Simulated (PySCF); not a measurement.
PySCF input file for AuCl, SMILES [Cl][Au], multiplicity 1, TDDFT-B3LYP/def2-TZVPD. The structure is a stationary point at PBE-D3(BJ)/def2-TZVPD. The multiplicity is an assumed one; other spin states were not compared. The def2 effective core potentials stand for the cores of Au; spin–orbit coupling is left out.

```python
import numpy as np
from pyscf import gto, scf, dft, tdscf

mol = gto.M(
    atom='''
    Au    0.00000000    0.00000000   -0.39467076
    Cl    0.00000000    0.00000000    1.83405826
    ''',
    basis='def2-TZVPD',
    ecp={'Au': 'def2-tzvp'},
    charge=0,
    spin=0,
    symmetry=True,
    max_memory=2000,
    verbose=4,
)
mf = dft.RKS(mol, xc='b3lyp').density_fit(auxbasis='def2-universal-jkfit')
mf.grids.level = 3
mf.conv_tol = 1e-9
mf.max_cycle = 100
mf.kernel()
mf.grids = dft.Grids(mol).set(level=1).build(with_non0tab=True)  # coarser grid for the response kernel
td = tdscf.TDDFT(mf)
td.singlet = True
td.nstates = 10
td.conv_tol = 1e-4
td.kernel(x0=td.get_init_guess(mf, 15))
td.analyze()
tt = tdscf.TDA(mf)
tt.singlet = False
tt.nstates = 4
tt.conv_tol = 1e-4
tt.kernel(x0=tt.get_init_guess(mf, 9))
tt.analyze(verbose=3)
```

Output:

```
PySCF version 2.14.0

[INPUT] verbose = 4
[INPUT] num. atoms = 2
[INPUT] num. electrons = 36
[INPUT] charge = 0
[INPUT] spin (= nelec alpha-beta = 2S) = 0
[INPUT] symmetry True subgroup None
[INPUT] Mole.unit = angstrom
[INPUT] Symbol           X                Y                Z      unit          X                Y                Z       unit  Magmom
[INPUT]  1 Au     0.000000000000   0.000000000000  -0.394670760000 AA    0.000000000000   0.000000000000  -0.745819645774 Bohr   0.0
[INPUT]  2 Cl     0.000000000000   0.000000000000   1.834058260000 AA    0.000000000000   0.000000000000   3.465867807896 Bohr   0.0

nuclear repulsion = 76.6913508072686
point group symmetry = Coov
symmetry origin: [0.00000000e+00 0.00000000e+00 7.48016582e-09]
symmetry axis x: [1. 0. 0.]
symmetry axis y: [0. 1. 0.]
symmetry axis z: [0. 0. 1.]
num. orbitals of irrep A1 = 31
num. orbitals of irrep E1x = 19
num. orbitals of irrep E1y = 19
num. orbitals of irrep E2x = 8
num. orbitals of irrep E2y = 8
num. orbitals of irrep E3x = 2
num. orbitals of irrep E3y = 2
number of shells = 31
number of NR pGTOs = 141
number of NR cGTOs = 89
basis = def2-TZVPD
ecp = {'Au': 'def2-tzvp'}


******** <class 'pyscf.df.df_jk.DFSymAdaptedRKS'> ********
method = DFSymAdaptedRKS
initial guess = minao
damping factor = 0
level_shift factor = 0
DIIS = <class 'pyscf.scf.diis.CDIIS'>
diis_start_cycle = 1
diis_space = 8
diis_damp = 0
SCF conv_tol = 1e-09
SCF conv_tol_grad = None
SCF max_cycles = 100
direct_scf = False
XC library pyscf.dft.libxc version 7.1.2
    S. Lehtola, C. Steigemann, M. J. T. Oliveira, and M. A. L. Marques,  SoftwareX 7, 1–5 (2018)
XC functionals = b3lyp
    P. J. Stephens, F. J. Devlin, C. F. Chabalowski, and M. J. Frisch,  J. Phys. Chem. 98, 11623 (1994)
radial grids:
    Treutler-Ahlrichs [JCP 102, 346 (1995); DOI:10.1063/1.469408] (M4) radial grids

becke partition: Becke, JCP 88, 2547 (1988); DOI:10.1063/1.454033
pruning grids: <function nwchem_prune>
grids dens level: 3
symmetrized grids: True
atomic radii adjust function: <function treutler_atomic_radii_adjust>
small_rho_cutoff = 0
Freeze 0 electrons in irreps []
    36 free electrons in irreps A1 E1x E1y E2x E2y E3x E3y
Set gradient conv threshold to 3.16228e-05
Initial guess from minao.
tot grids = 43192
******** <class 'pyscf.df.df.DF'> ********
auxbasis = def2-universal-jkfit
init E= -580.375563567155
HOMO (E1y) = -0.656794049777512  LUMO (A1) = -0.60675521077175  gap/eV = 1.36163
cycle= 1 E= -595.144455552875  delta_E= -14.8  |g|= 2.11  |ddm|= 8.97
HOMO (A1) = 0.0663802332305191  LUMO (E1y) = 0.0781730763197013  gap/eV = 0.32090
cycle= 2 E= -575.617331168362  delta_E= 19.5  |g|= 5.72  |ddm|= 16.3
HOMO (E1y) = -0.41729791215751  LUMO (A1) = -0.364710758520582  gap/eV = 1.43097
cycle= 3 E= -595.675321419326  delta_E= -20.1  |g|= 1.06  |ddm|= 16.1
HOMO (A1) = -0.338182384573755  LUMO (A1) = -0.182380214133631  gap/eV = 4.23959
cycle= 4 E= -595.852246096316  delta_E= -0.177  |g|= 0.83  |ddm|= 2.69
HOMO (E1y) = -0.268898052739781  LUMO (A1) = -0.134040111080088  gap/eV = 3.66967
cycle= 5 E= -596.020848893253  delta_E= -0.169  |g|= 0.159  |ddm|= 0.822
HOMO (E1y) = -0.288237867199876  LUMO (A1) = -0.154139193626837  gap/eV = 3.64901
cycle= 6 E= -596.026149016768  delta_E= -0.0053  |g|= 0.0348  |ddm|= 0.161
HOMO (E1y) = -0.288024314529347  LUMO (A1) = -0.154136479060709  gap/eV = 3.64327
cycle= 7 E= -596.026338860056  delta_E= -0.00019  |g|= 0.00893  |ddm|= 0.0323
HOMO (E1y) = -0.288121326613095  LUMO (A1) = -0.153888656799727  gap/eV = 3.65266
cycle= 8 E= -596.026353840024  delta_E= -1.5e-05  |g|= 0.00287  |ddm|= 0.00905
HOMO (E1y) = -0.288220153137668  LUMO (A1) = -0.154007350276538  gap/eV = 3.65212
cycle= 9 E= -596.026355192642  delta_E= -1.35e-06  |g|= 0.000899  |ddm|= 0.00235
HOMO (E1y) = -0.288087705882245  LUMO (A1) = -0.153968188342903  gap/eV = 3.64958
cycle= 10 E= -596.026355437661  delta_E= -2.45e-07  |g|= 7.71e-05  |ddm|= 0.000921
HOMO (E1y) = -0.288095289561864  LUMO (A1) = -0.153977386486346  gap/eV = 3.64953
cycle= 11 E= -596.026355441003  delta_E= -3.34e-09  |g|= 2.32e-05  |ddm|= 0.000243
HOMO (E1y) = -0.28809137258701  LUMO (A1) = -0.153977840254319  gap/eV = 3.64942
cycle= 12 E= -596.026355441169  delta_E= -1.66e-10  |g|= 6.35e-06  |ddm|= 3.12e-05
HOMO (E1y) = -0.288091931028742  LUMO (A1) = -0.153976631984019  gap/eV = 3.64946
Extra cycle  E= -596.026355441143  delta_E= 2.55e-11  |g|= 1.25e-05  |ddm|= 2.46e-05
converged SCF energy = -596.026355441143
tot grids = 15256


******** <class 'pyscf.tdscf.rks.TDDFT'> for <class 'pyscf.df.df_jk.DFSymAdaptedRKS'> ********
nstates = 10 singlet
deg_eia_thresh = 1.000e-03
wfnsym = None
conv_tol = 0.0001
eigh lindep = 1e-12
eigh level_shift = 0
eigh max_cycle = 100


Excitation energies (eV)
[2.49311338 2.49311339 2.9902647  3.32219849 3.32220093 4.74953188
 4.74953188 6.39834556 6.40507839 6.40713591]

** Singlet excitation energies and oscillator strengths **
Excited State   1:  ???      2.49311 eV    497.31 nm  f=0.0063
      17 -> 19        0.70572
Excited State   2:  ???      2.49311 eV    497.31 nm  f=0.0063
      18 -> 19       -0.70572
Excited State   3:   A1      2.99026 eV    414.63 nm  f=0.0332
      11 -> 19        0.10130
      16 -> 19        0.69938
Excited State   4:  E2y      3.32220 eV    373.20 nm  f=0.0000
      15 -> 19        0.70668
Excited State   5:  ???      3.32220 eV    373.20 nm  f=0.0000
      14 -> 19        0.70668
Excited State   6:  E1x      4.74953 eV    261.05 nm  f=0.0010
      12 -> 19        0.70414
Excited State   7:  E1y      4.74953 eV    261.05 nm  f=0.0010
      13 -> 19       -0.70414
Excited State   8:   A1      6.39835 eV    193.78 nm  f=0.0014
      11 -> 19       -0.44600
      17 -> 20        0.38356
      18 -> 21        0.38356
Excited State   9:  ???      6.40508 eV    193.57 nm  f=0.0000
      17 -> 21        0.49780
      18 -> 20       -0.49780
Excited State  10:  E2y      6.40714 eV    193.51 nm  f=0.0000
      17 -> 21        0.49732
      18 -> 20        0.49732

** Transition electric dipole moments (AU) **
state          X           Y           Z        Dip. S.      Osc.
  1         0.3216     -0.0000     -0.0000      0.1034      0.0063
  2         0.0000     -0.3216     -0.0000      0.1034      0.0063
  3        -0.0000     -0.0000      0.6734      0.4535      0.0332
  4        -0.0000     -0.0000     -0.0000      0.0000      0.0000
  5         0.0000     -0.0000      0.0000      0.0000      0.0000
  6        -0.0938      0.0000      0.0000      0.0088      0.0010
  7        -0.0000      0.0938      0.0000      0.0088      0.0010
  8         0.0000     -0.0000      0.0948      0.0090      0.0014
  9        -0.0000      0.0000      0.0000      0.0000      0.0000
 10         0.0000     -0.0000     -0.0000      0.0000      0.0000

WARN: ECP detected. Skipping calculation of transition velocity and magnetic dipole moments, which have not yet been implemented.



******** <class 'pyscf.tdscf.rks.TDA'> for <class 'pyscf.df.df_jk.DFSymAdaptedRKS'> ********
nstates = 4 triplet
deg_eia_thresh = 1.000e-03
wfnsym = None
conv_tol = 0.0001
eigh lindep = 1e-12
eigh level_shift = 0
eigh max_cycle = 100


Excitation energies (eV)
[1.95128533 1.95128533 2.16984604 3.01144303]

** Triplet excitation energies and oscillator strengths **
Excited State   1:  ???      1.95129 eV    635.40 nm  f=0.0000
Excited State   2:  ???      1.95129 eV    635.40 nm  f=0.0000
Excited State   3:   A1      2.16985 eV    571.40 nm  f=0.0000
Excited State   4:  E2y      3.01144 eV    411.71 nm  f=0.0000
```

The run converged.
